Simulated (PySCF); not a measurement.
EPR parameters of C4H8FO2

C4H8FO2 (doublet state).
Geometry (GFN2-xTB, Å), atoms numbered from 1 in this order:
```xyz
15
C4H8FO2 angstrom
C     -2.525   -0.772   -0.163
C     -1.487    0.254    0.058
O     -0.222   -0.222    0.365
C      0.677    0.700    0.827
F      0.290    1.146    2.062
O      1.912    0.149    0.990
C      2.558   -0.180   -0.227
H     -3.346   -0.350   -0.739
H     -2.097   -1.618   -0.696
H     -2.935   -1.149    0.782
H     -1.731    1.244    0.408
H      0.697    1.606    0.174
H      2.663    0.708   -0.861
H      2.004   -0.952   -0.768
H      3.538   -0.554    0.055
```

The hyperfine couplings belong to this conformer and change with its torsions.

Identity: `C[CH]O[C@@H](F)OC` [radical].

Theory: UKS B3LYP, pcH-1 on C F H O, non-relativistic, mean-field spin-orbit, GIAO in PySCF 2.14.0. One conformer (not necessarily the lowest) at the GFN2-xTB geometry, without solvent, vibrations or thermal averaging. A GFN2-xTB geometry isn't a minimum of the functional, and hyperfine couplings can be far from their values at a DFT geometry. No stability test was run, so a lower SCF solution isn't excluded.

| Quantity | Value |
| --- | --- |
| g1, g2, g3 | 2.00223, 2.00323, 2.00387 |
| g_iso | 2.00311 |
| Form of g | rhombic: the two nearest values differ by 39 % of g3 − g1 |
| ⟨S²⟩ | 0.7534 (exact 0.7500) |

Isotropic coupling and dipolar principal values T1 to T3, in mT; ρ(0) is the spin density at the nucleus (MHz turned into mT with g_iso):

| atom | isotope | a_iso | T1 | T2 | T3 | Mulliken spin population | ρ(0) (bohr⁻³) |
| --- | --- | --- | --- | --- | --- | --- | --- |
| C1 | 13C | -0.83 | -0.07 | -0.04 | 0.12 | -0.07 | -0.0208 |
| C2 | 13C | 5.32 | -2.86 | -2.79 | 5.65 | 0.93 | 0.1328 |
| O3 | 17O | -0.66 | -1.79 | 0.85 | 0.94 | 0.08 | 0.0306 |
| C4 | 13C | -0.14 | -0.07 | 0.01 | 0.07 | 0.00 | -0.0034 |
| F5 | 19F | 0.37 | -0.51 | -0.36 | 0.87 | 0.00 | 0.0024 |
| O6 | 17O | 0.01 | -0.03 | 0.01 | 0.02 | 0.00 | -0.0004 |
| C7 | 13C | 0.03 | -0.01 | -0.01 | 0.03 | 0.00 | 0.0006 |
| H8 | 1H | 1.02 | -0.19 | -0.17 | 0.36 | 0.01 | 0.0064 |
| H9 | 1H | 1.19 | -0.18 | -0.16 | 0.34 | 0.01 | 0.0075 |
| H10 | 1H | 5.03 | -0.17 | -0.10 | 0.27 | 0.07 | 0.0315 |
| H11 | 1H | -1.40 | -1.30 | -0.05 | 1.35 | -0.03 | -0.0088 |
| H12 | 1H | 0.17 | -0.16 | -0.12 | 0.28 | 0.01 | 0.0010 |
| H13 | 1H | 0.01 | -0.04 | -0.04 | 0.08 | 0.00 | 0.0000 |
| H14 | 1H | 0.02 | -0.06 | -0.06 | 0.12 | 0.00 | 0.0001 |
| H15 | 1H | 0.01 | -0.02 | -0.02 | 0.05 | 0.00 | 0.0000 |

The largest Mulliken spin populations are on C2 (+0.93), O3 (+0.08), C1 (-0.07) and H10 (+0.07). No atom but C2 exceeds +0.15. The positive populations add up to 1.11 and the negative ones to -0.11, together 2S = 1. The angles at C2 add up to 354.5°, so it is nearly planar; its axial dipolar tensor and the negative coupling of its proton fit spin in a p orbital normal to that plane.

Axes: g2 points within 5° of the C2–O3 bond.

Under fast tumbling the dipolar parts average out, and these isotropic splittings remain: 3 × 1H (H8/H9/H10, I = 1/2, 4 lines) with 2.41 mT, 1 × 1H (H11, I = 1/2, 2 lines) with 1.40 mT, 1 × 19F (F5, I = 1/2, 2 lines) with 0.37 mT and 1 × 1H (H12, I = 1/2, 2 lines) with 0.17 mT.

Means are taken over nuclei equivalent by connectivity, which assumes that they swap fast. The three 1H nuclei of mean +67.6 MHz run from 28.5 to 140.9 MHz in the frozen geometry.

The 17O coupling of O3 (-18.5 MHz) shows only in satellite lines or after enrichment, since that isotope makes up about 0.038 % of natural oxygen.

The 13C coupling of C2 (149.3 MHz) shows only in satellite lines or after enrichment, since that isotope makes up about 1.07 % of natural carbon.

β density exceeds α density at some nuclei, such as C1 (-0.0208), H11 (-0.0088) and C4 (-0.0034), spin density in bohr⁻³. In a single determinant that takes different orbitals for the two spins, that is spin polarisation.

The run took 47 s wall (grids of density and orbitals included) on an Arm Neoverse V1 with one thread, no GPU, shared host with 32 logical CPUs at a one-minute load of 9.3, and the process peaked at 0.99 GiB of memory.
